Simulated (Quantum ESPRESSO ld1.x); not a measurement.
Values are calculated unless marked as measured or tabulated.
Task: The rhenium ion Re3+, configuration [Kr] 4d10 4f14 5p6 5d6 (not the ground configuration). Code: ld1.x of Quantum ESPRESSO 7.5. Model: Dirac Kohn-Sham, LDA (Slater exchange, VWN5 correlation), spin-unpolarised, spherical densities, point nucleus; open shells fill j = l - 1/2 first.

Spin-orbit splittings of the eigenvalues, e(l+1/2) - e(l-1/2), with zeta = 2 splitting/(2l+1) and mean radii in bohr:

shell  occ.  splitting (eV)  zeta (eV)  <r> j=l-1/2  <r> j=l+1/2
2p        6            1438      958.9      0.06248      0.07055
3p        6           312.3      208.2       0.1871       0.2020
3d       10               ?          ?       0.1765       0.1811
4p        6           73.09      48.73       0.4451       0.4787
4d       10           13.52      5.407       0.4932       0.5046
4f       14           2.546     0.7274       0.5694       0.5776
5p        6           11.87      7.912        1.109        1.202
5d        6           1.273     0.5091        1.581        1.623
6p        0           1.784      1.190        2.813        3.003

Estimate the 3d splitting.

Result: 67.84 eV (zeta = 27.14 eV).
